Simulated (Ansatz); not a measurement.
Input file for Ansatz (a program for electronic structure): U-B3LYP/def2-TZVPP on BFHI (SMILES FBI), a point of a bond scan (R = 2.563 Å). Elements past Kr take the def2 small-core potentials; no spin–orbit coupling.

Ansatz 0.2 input:
```yaml
crystal:
  periodic: [false, false, false]
  atoms:
    - {symbol: B, position_ang: [-0.24474767, -1.33345574, 0.80641967]}
    - {symbol: F, position_ang: [0.79230233, -1.74375557, 1.49667712]}
    - {symbol: H, position_ang: [-1.26010087, -1.94582817, 0.81786299]}
    - {symbol: I, position_ang: [-0.05626288, 0.81703622, -0.57607764]}
basis:
  gaussian:
    orbitals: def2-TZVPP
hamiltonian:
  xc: {name: B3LYP}
magnetization: {spin_polarized: true, initial_magnetization: 0}
```

**Question.** What total energy does the run end on?

**Answer.** -423.2026 hartree.
